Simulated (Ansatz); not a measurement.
Li10⁺ (relaxed from a model of Li10 tetrahedron, whose bonding it doesn't keep). The state is a doublet with charge 1. Geometry PBE/def2-TZVP; atoms count from 1.

```xyz
10

Li   -0.4762   -1.9748    3.1521
Li   -0.7426   -1.8484    0.1533
Li   -1.2814   -2.1023   -2.8121
Li    1.6279   -0.4589    1.2566
Li    1.2294   -0.5339   -1.6197
Li    3.8719    0.6572   -0.5743
Li   -1.1371    0.6394    1.6054
Li   -1.5398    0.5661   -1.2487
Li    0.8214    1.9859   -0.1595
Li   -2.3735    3.0696    0.2469
```

Question: Estimate the Mulliken populations from the PBE0/def2-TZVP orbitals of Ansatz.

Answer: 
```
atom  charge (e)  spin (α − β)
 Li1        0.18          0.06
 Li2        0.01          0.09
 Li3        0.18          0.05
 Li4        0.07          0.08
 Li5        0.07          0.09
 Li6        0.14          0.23
 Li7        0.03          0.14
 Li8        0.03          0.14
 Li9        0.13         -0.03
Li10        0.16          0.16
```
Mulliken values depend strongly on the basis.

Question: Where does the spin sit?

Answer: Summed by element: Li 1.00, of 1 unpaired in all. Largest on single atoms: Li6 0.23, Li10 0.16, Li7 0.14.

Question: And the Mayer bond orders between heavy atoms (over 0.3)?

Answer: Li1–Li2 0.33 (3.01 Å); Li2–Li3 0.33 (3.02 Å); Li4–Li6 0.32 (3.10 Å); Li5–Li6 0.33 (3.08 Å); Li7–Li10 0.33 (3.05 Å); Li8–Li10 0.34 (3.03 Å).
